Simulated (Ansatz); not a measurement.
Two isomers of C2H9FSi2: A = `CC[SiH](F)[SiH3]`, B = `C[SiH2][SiH2]CF`.

Program: Ansatz. Geometries: PBE0-D4/def2-TZVP. ΔE: electronic, gas phase. CBS: MP2 limit from def2 TZ/QZ plus the TZ coupled-cluster correction, frozen cores. DFT in def2-TZVPP. Each species was taken in one conformer, which may not be the lowest.

A:

Z-matrix (Å, degrees):
```
C
C 1 1.527
H 1 1.092 2 111.3
H 1 1.093 2 111.4 3 -120.1
H 1 1.093 2 111.3 3 119.8
Si 2 1.866 1 113.7 3 -60.0
H 2 1.096 1 110.6 3 62.3
H 2 1.097 1 110.7 3 179.4
Si 6 2.346 2 112.6 1 178.9
F 6 1.612 2 108.7 1 58.6
H 6 1.491 2 109.8 1 -57.5
H 9 1.488 6 110.7 2 -58.1
H 9 1.487 6 111.3 2 -179.3
H 9 1.490 6 109.0 2 61.0
```

B:

```xyz
14

C     1.5257   -1.3322    0.3876
Si    1.3891    0.4322   -0.2372
Si   -0.8181    0.9135   -0.8581
C    -2.0004    0.1934    0.4492
F    -1.5713    0.5380    1.7298
H     2.5543   -1.5628    0.6735
H     1.2184   -2.0463   -0.3797
H     0.8886   -1.4729    1.2636
H     1.8126    1.3899    0.8212
H     2.2790    0.6416   -1.4150
H    -1.0474    2.3784   -0.9932
H    -1.1794    0.2665   -2.1532
H    -3.0242    0.5605    0.3261
H    -2.0270   -0.8999    0.3852
```

(1) Which isomer does CCSD(T)/CBS put lower? Give the gap. (Estimate.)

(2) Give E(B) − E(A) in kcal/mol with PBE0-D4, HF/def2-TZVPP, ωB97M-V, MP2/def2-TZVPP, r2SCAN-D4, CCSD(T)/def2-TZVPP, CCSD/def2-TZVPP. (Best estimate.)

(3) Does the order hold for the free energy at 298.15 K (harmonic terms from PBE0-D4)? (Best estimate.)

Largest T1 diagnostic: 0.012.

Answers

(1) The calculation gave: A, by 47.1 kcal/mol.

(2) Ansatz gave: PBE0-D4 44.1, HF/def2-TZVPP 47.7, ωB97M-V 45.2, MP2/def2-TZVPP 48.5, r2SCAN-D4 45.1, CCSD(T)/def2-TZVPP 46.4, CCSD/def2-TZVPP 46.8. None reverses the order clearly.

(3) Computed: Yes: G(B) − G(A) = +45.9 kcal/mol, for one conformer each. Modes under 60 cm⁻¹, often nearly free rotors, make the harmonic entropy too high.

From BLYP to BHLYP (50 % exact exchange), in def2-TZVPP and without D4, E(B) − E(A) moves by +3.3 kcal/mol. Leaving LDA and LC-ωPBE aside and taking each functional with its dispersion term where it has one, the values, not all of them listed here, spread over 4.3 kcal/mol, from revPBE-D4 to PBE-QIDH. LDA lies +1.1 kcal/mol from PBE without D4.
